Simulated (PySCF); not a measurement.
## In+: excitation energy

In+ [Kr] 4d10 5s2 (1S) → In+ [Kr] 4d10 5s1 6s1 (3S), as a difference of total energies. All numbers are calculated (PySCF 2.14, scalar relativity by spin-free X2C-1e, in aug-cc-pVTZ-DK3). Correlated levels: valence: [Kr] 4d10 frozen. The calculations carry no spin-orbit coupling.

```
           method  excitation energy (cm⁻¹)
              UHF                     81582
              LDA                     96231
              PBE                     92913
             PBE0                     91122
           r2SCAN                     92262
             TPSS                     91530
           B2PLYP                     91474
             BLYP                     95358
            wB97X                     94513
    MP2 (valence)                     85997
SCS-MP2 (valence)                     87466
```

Errors of the correlated levels include the incompleteness of this basis and the frozen core.

For comparison: 93923 cm⁻¹ (measured; NIST levels).
